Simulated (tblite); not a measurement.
Cl4Sb (SMILES [Cl][Sb+]([Cl])([Cl])[Cl]), charge +1, singlet, at a GFN2-xTB geometry; GFN1-xTB run with tblite.

tblite was given this input:
```
$ tblite run mol.xyz --method gfn1 --charge 1 --spin 0 --json tblite.json --no-restart

# file mol.xyz
5

Sb    -0.00000000    -0.00000000     0.00000000
Cl     1.84740184    -0.63968342    -1.20239968
Cl     0.62122222     0.48888872     2.15474458
Cl    -0.93603228     1.85924544    -0.96690403
Cl    -1.53259177    -1.70845074     0.01455913
```

**Question.** Write the output that tblite gives for this input, abridged.

**Answer.** 
```
xTB calculator
 | screened Coulomb repulsion
 | Coulomb electrostatics
 |  * isotropic Klopman-Ohno-Mataga-Nishimoto electrostatics
 |  * onsite third-order electrostatics
 | DFT-D3(BJ) dispersion correction

halogen bonding energy    0.0000000000000E+00 Eh
repulsion energy          1.9620588895916E-02 Eh
dispersion energy        -3.6154424009926E-03 Eh
number of electrons       3.2000000000000E+01 e
integral cutoff           4.0000000000000E+01 bohr

------------------------------------------------------------
  cycle        total energy    energy error   density error
------------------------------------------------------------
      1     -19.13436981342  -1.9150375E+01   4.0224328E-01
      2     -19.14698140472  -1.2611591E-02   2.2621065E-01
      3     -19.14907778768  -2.0963830E-03   1.7224894E-01
      4     -19.17331153999  -2.4233752E-02   1.0482340E-03
      5     -19.17331136696   1.7302995E-07   7.8399273E-04
      6     -19.17331162610  -2.5913841E-07   8.2326662E-06
------------------------------------------------------------

electronic energy        -1.9189316772596E+01 Eh
total energy             -1.9173311626101E+01 Eh

Post processing:
 | Mayer-Wiberg bond orders

[Info] JSON dump of results written to 'tblite.json'
```
